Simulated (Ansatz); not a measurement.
Cost and result for the atomization energy of F₂H₂NSi, SMILES `N[Si](F)F` radical (6 atoms, 5 bonds).

The species carries charge 0 and has multiplicity 2. The structure was optimised at the PBE0-D4/def2-TZVP level. It is one conformer, not always the lowest. Program: Ansatz. Hardware: A = 2 threads of an AMD EPYC 7R13 on a shared host; B = 2 threads of an AMD EPYC 7R13 on a shared host and a share of an NVIDIA H100 80 GB. Times are those of one run each, without the atoms' runs, and a repeat can differ threefold. Electronic energies, without spin–orbit coupling; frozen cores. CCSD(T)/CBS extrapolates def2-TZVPP and def2-QZVPP, and its time is that of the two runs behind it. T1 = 0.014; ⟨S²⟩ of the reference is 0.75. B3LYP takes the VWN-RPA correlation (the form of Gaussian; ORCA's B3LYP/G).

CCSD(T)/CBS is a level of theory with its own doubt, some kJ/mol a heavy atom from the limit and from the frozen cores, so smaller differences don't rank the functionals.

```csv
level,functions,wall time
LDA (SPW92)/def2-TZVPP [A],163,1.3 s
revPBE-D4/def2-TZVPP [A],163,2.1 s
CCSD(T)/def2-TZVPP [B],163,2.3 s
PBE-D4/def2-TZVPP (with forces) [A],163,2.5 s
CAM-B3LYP-D4/def2-TZVPP [A],163,3 s
BHLYP-D4/def2-TZVPP [A],163,3.2 s
PBE0-D4/def2-TZVPP [A],163,3.7 s
B2PLYP/def2-TZVPP [A],163,3.7 s
B3LYP-D4/def2-TZVPP (with forces) [A],163,3.8 s
CCSD(T)/def2-SVP [A],70,4 s
r2SCAN-D4/def2-TZVPP (with forces) [A],163,4.9 s
CCSD(T)/def2-QZVPP [B],301,14 s
CCSD(T)/CBS(def2),–,16 s
```

**Question.** What atomization energy does each give, and how far from CCSD(T)/CBS? (Best estimate.)

**Answer.** The calculation gave: 
```tsv
level	atomization (kJ/mol)	difference from CCSD(T)/CBS	per bond
LDA (SPW92)/def2-TZVPP [A]	2636.1	348.8	69.8
revPBE-D4/def2-TZVPP [A]	2249.1	-38.2	-7.6
CCSD(T)/def2-TZVPP [B]	2197.3	-90.0	-18.0
PBE-D4/def2-TZVPP (with forces) [A]	2322.9	35.6	7.1
CAM-B3LYP-D4/def2-TZVPP [A]	2294.7	7.4	1.5
BHLYP-D4/def2-TZVPP [A]	2175.6	-111.7	-22.3
PBE0-D4/def2-TZVPP [A]	2251.9	-35.4	-7.1
B2PLYP/def2-TZVPP [A]	2255.1	-32.2	-6.4
B3LYP-D4/def2-TZVPP (with forces) [A]	2270.4	-16.9	-3.4
CCSD(T)/def2-SVP [A]	2036.5	-250.8	-50.1
r2SCAN-D4/def2-TZVPP (with forces) [A]	2281.9	-5.4	-1.1
CCSD(T)/def2-QZVPP [B]	2253.2	-34.1	-6.8
CCSD(T)/CBS(def2)	2287.3	0.0	0.0
```

The D4 term adds +15.4 kJ/mol with B3LYP and +7.8 kJ/mol with PBE0; it sums over pairs of atoms, weighted by their polarisabilities, and B3LYP, whose exchange is more repulsive, gets the larger term. From BLYP to BHLYP (50 % exact exchange), in def2-TZVPP and without D4, the atomization energy moves by −105.0 kJ/mol: exact exchange takes away binding that semilocal exchange gives to molecules. In def2-TZVPP, CCSD(T) changes the Hartree–Fock value by +595.2 kJ/mol (the triples alone add +37.4 kJ/mol) and MP2 by +680.8 kJ/mol; breaking electron pairs costs correlation energy, which Hartree–Fock lacks.
